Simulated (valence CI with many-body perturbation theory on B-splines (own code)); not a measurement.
## Forbidden lines of Cu XXIII

Level of theory: configuration interaction combined with many-body perturbation theory (CI+MBPT): five valence electrons over a frozen Dirac-Fock core [He], radial functions for each j: 11 s, 11 p, 10 d, 8 f, 5 g, 2 h, with the one-electron correlation potential Σ1, the two-electron term Σ2, the three-electron term Σ3, Breit, model QED; selected CI, second order for the rest, scaled by the run's own slope (own B-spline code, finite nucleus).

No measured levels were compared; by estimate levels of excited configurations hold to 0.05 to 0.15 % of their energy, terms of the ground configuration to about 0.5 %. Among the levels kept, up to 5500 cm⁻¹ of a level comes from second order outside the variational space, and about a tenth of that is noise between levels of different J, which matters for small intervals.

Lines 1 to 50 of 50 in falling wavelength, among levels below 1400.7 eV, chosen from the decays that carry over 1 % of a level's rate. Wavelengths and rates use the calculated energies, so an error of 800 cm⁻¹ moves a line at 63.54 nm by 0.51 % and its rate by three times that or more. Electric multipoles are in the length gauge with retardation, E1 and E2 with the static RPA response of the core. M1 uses the relativistic operator with retardation. S is in atomic units (e²a₀⁴ for E2 and M2, e²a₀⁶ for E3), for M1 in squared Bohr magnetons. Weak lines are less certain than strong ones. Lines between different terms over intervals too small for the method are left out, as are lines whose strength nearly cancels. The highest levels of a list are the least certain.

Names give the largest LS component (configuration and term), which can be under half, so a name can repeat, a term be missing and a line seem to break the LS rules; names also repeat where a configuration has a term twice. Letters in brackets count levels of one name in rising energy.

```tsv
λ vac (nm)	Upper	Lower	Type	A (s⁻¹)	S (a.u.)
169.0	2s2 2p3 2D°_5/2	2s2 2p3 2D°_3/2	M1	1.51e+03	1.63e+00
84.23	2s2 2p3 2P°_3/2	2s2 2p3 2P°_1/2	M1	1.01e+04	8.93e-01
63.54	2s2 2p3 2P°_1/2	2s2 2p3 2D°_3/2	M1	1.06e+04	2.01e-01
58.42	2s2 2p3 2D°_3/2	2s2 2p3 4S°_3/2	M1	6.28e+04	1.86e+00
46.09	2s2 2p3 2P°_3/2	2s2 2p3 2D°_5/2	M1	4.41e+04	6.41e-01
43.41	2s2 2p3 2D°_5/2	2s2 2p3 4S°_3/2	M1	7.86e+03	1.43e-01
36.22	2s2 2p3 2P°_3/2	2s2 2p3 2D°_3/2	M1	1.87e+05	1.32e+00
30.44	2s2 2p3 2P°_1/2	2s2 2p3 4S°_3/2	M1	1.15e+05	2.40e-01
22.36	2s2 2p3 2P°_3/2	2s2 2p3 4S°_3/2	M1	5.64e+04	9.35e-02
1.121	2s2 2p2 3d 2G_9/2	2s 2p4 2D_5/2	E2	5.44e+07	8.59e-05
1.077	2s 2p3 3p 4F_9/2	2s 2p4 2D_5/2	E2	1.74e+08	2.25e-04
1.074	2s2 2p2 3p 4D°_1/2	2s2 2p3 2D°_3/2	E2	9.35e+08	2.38e-04
1.067	2s2 2p2 3p 2S°_1/2	2s2 2p3 2D°_5/2	E2	1.90e+09	4.69e-04
1.060	2s2 2p2 3p 2S°_1/2	2s2 2p3 2D°_3/2	E2	2.16e+09	5.15e-04
1.060	2s2 2p2 3p 2P°_3/2 [a]	2s2 2p3 2P°_1/2	E2	1.75e+09	8.35e-04
1.059	2s2 2p2 3p 2D°_5/2 [a]	2s2 2p3 2D°_5/2	E2	3.06e+09	2.18e-03
1.058	2s2 2p2 3p 2D°_5/2 [b]	2s2 2p3 2P°_3/2	E2	2.00e+09	1.42e-03
1.058	2s2 2p2 3p 2F°_5/2	2s2 2p3 2P°_1/2	E2	1.51e+09	1.07e-03
1.057	2s2 2p2 3p 4D°_3/2 [b]	2s2 2p3 2D°_3/2	E2	3.00e+09	1.41e-03
1.056	2s2 2p2 3p 2F°_7/2	2s2 2p3 2P°_3/2	E2	8.34e+08	7.84e-04
1.056	2s2 2p2 3p 2D°_3/2 [a]	2s2 2p3 2D°_5/2	E2	1.60e+09	7.52e-04
1.055	2s2 2p2 3p 2D°_5/2 [c]	2s2 2p3 2P°_3/2	E2	3.07e+09	2.15e-03
1.054	2s2 2p2 3p 4D°_1/2	2s2 2p3 4S°_3/2	E2	4.08e+09	9.50e-04
1.054	2s2 2p2 3p 4D°_7/2	2s2 2p3 2D°_5/2	E2	8.95e+08	8.31e-04
1.054	2s2 2p2 3p 4D°_5/2	2s2 2p3 2D°_3/2	E2	8.53e+08	5.94e-04
1.052	2s2 2p2 3p 4P°_1/2	2s2 2p3 2D°_3/2	E2	1.95e+09	4.48e-04
1.050	2s2 2p2 3p 2D°_3/2 [a]	2s2 2p3 2D°_3/2	E2	1.87e+09	8.51e-04
1.049	2s2 2p2 3p 2P°_3/2 [a]	2s2 2p3 2D°_5/2	E2	2.21e+09	1.00e-03
1.047	2s2 2p2 3p 2F°_5/2	2s2 2p3 2D°_5/2	E2	1.05e+09	7.10e-04
1.047	2s2 2p2 3p 4D°_3/2 [a]	2s2 2p3 4S°_3/2	E2	2.77e+09	1.24e-03
1.043	2s2 2p2 3p 2P°_1/2 [a]	2s2 2p3 2D°_5/2	E2	5.56e+09	1.23e-03
1.041	2s2 2p2 3p 2S°_1/2	2s2 2p3 4S°_3/2	E2	4.06e+08	8.88e-05
1.040	2s2 2p2 3p 2P°_1/2 [c]	2s2 2p3 2P°_3/2	E2	2.36e+09	5.14e-04
1.040	2s 2p3 3p 4F_7/2	2s 2p4 4P_5/2	E2	2.84e+09	2.47e-03
1.037	2s2 2p2 3p 2P°_1/2 [a]	2s2 2p3 2D°_3/2	E2	2.78e+09	5.94e-04
1.035	2s2 2p2 3p 4D°_5/2	2s2 2p3 4S°_3/2	E2	2.42e+09	1.54e-03
1.034	2s2 2p2 3p 2D°_5/2 [b]	2s2 2p3 2D°_5/2	E2	9.92e+08	6.29e-04
1.034	2s 2p3 3p 4F_9/2	2s 2p4 4P_5/2	E2	3.70e+09	3.91e-03
1.033	2s2 2p2 3p 2F°_7/2	2s2 2p3 2D°_5/2	E2	2.38e+09	1.99e-03
1.029	2s2 2p2 3p 4D°_7/2	2s2 2p3 4S°_3/2	E2	3.25e+09	2.67e-03
1.028	2s2 2p2 3p 2D°_5/2 [b]	2s2 2p3 2D°_3/2	E2	1.09e+09	6.72e-04
1.026	2s2 2p2 3p 2F°_7/2	2s2 2p3 2D°_3/2	E2	1.69e+09	1.38e-03
1.025	2s2 2p2 3p 2P°_3/2 [c]	2s2 2p3 2P°_1/2	E2	2.49e+09	1.00e-03
1.022	2s2 2p2 3p 2F°_5/2	2s2 2p3 4S°_3/2	E2	8.70e+08	5.21e-04
0.9456	2s 2p3 3d 4G°_9/2	2s2 2p3 2D°_5/2	E2	4.74e+08	3.20e-04
0.9389	2s 2p3 3d 2G°_9/2 [a]	2s2 2p3 2D°_5/2	E2	1.69e+10	1.10e-02
0.9263	2s 2p3 3d 4F°_9/2 [b]	2s2 2p3 2D°_5/2	E2	8.02e+09	4.88e-03
0.9251	2s 2p3 3d 2G°_7/2 [b]	2s2 2p3 2P°_3/2	E2	1.34e+10	6.48e-03
0.9078	2s 2p3 3d 2G°_9/2 [b]	2s2 2p3 2D°_5/2	E2	8.36e+09	4.60e-03
0.9020	2s 2p3 3d 2G°_7/2 [b]	2s2 2p3 2D°_3/2	E2	2.11e+09	9.01e-04
```
